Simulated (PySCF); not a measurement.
Chlorine: a sound run and one with changed settings

Sound run: Cl+ [Ne] 3s2 3p4, Cl(2+) [Ne] 3s2 3p3. Computed with PySCF 2.14 in 6-31G*, with the non-relativistic Hamiltonian (point nucleus). In the sound run the correlated levels freeze [Ne]. The sound run starts from symmetry-adapted Hartree-Fock orbitals and uses a fine grid where one is needed.

A second run was set up differently.

| species | method | sound run (hartree) | changed run (hartree) | converged |
| --- | --- | --- | --- | --- |
| Cl+ | MP2 | -459.09745 | -459.10312 | yes |
| Cl+ | CCSD(T) | -459.11733 | -459.12243 | yes |
| Cl(2+) | MP2 | -458.25727 | -458.26279 | yes |
| Cl(2+) | CCSD(T) | -458.27692 | -458.28194 | yes |

Ionisation energy of Cl+:

```json
{"method": "UHF", "sound run (eV)": "22.497", "changed run (eV)": "22.497"}
{"method": "MP2", "sound run (eV)": "22.863", "changed run (eV)": "22.867"}
{"method": "SCS-MP2", "sound run (eV)": "22.888", "changed run (eV)": "22.893"}
{"method": "CCSD", "sound run (eV)": "22.859", "changed run (eV)": "22.861"}
{"method": "CCSD(T)", "sound run (eV)": "22.869", "changed run (eV)": "22.871"}
```

(1) What was changed?
A. all electrons correlated in a valence basis
B. minimal basis
C. level shift left on
D. a valence shell is frozen

Answers

(1) A. A valence basis has no tight correlating functions, so it recovers only part of the core correlation, and not evenly between atom and ion.
